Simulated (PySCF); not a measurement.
Sn(H)2(Et)(NH2) (C2H9NSn), SMILES C[CH2][SnH2][NH2].

Geometry: r2SCAN-D4/def2-SVP. The structure was generated by enumeration; whether it is a known compound was not checked. The def2 effective core potentials stand for the cores of Sn; spin–orbit coupling is left out. Other conformers were not sampled.

These are C-PCM-ωB97X/def2-SVP (PySCF) values and carry that method's errors.

The values are the electrostatic part of the solvation free energy, E(continuum) − E(gas) at the gas-phase geometry, in a cavity of scaled van der Waals radii (PySCF's table); cavitation and dispersion terms are not included. A continuum can't describe solvent molecules that bind to the metal. In vacuum the orbital gap is 11.66 eV. The dipole moment in vacuum is 0.86 D.

Computed values in water (ε = 78.36), ethylethanoate (ε = 5.99), 1-octanol (ε = 9.86):
```csv
solvent,ε,ΔG(elec) (kcal/mol),dipole (D),gap (eV)
water,78.36,-3.9,1.19,11.90
ethylethanoate,5.99,-3.2,1.12,11.86
1-octanol,9.86,-3.5,1.15,11.88
```
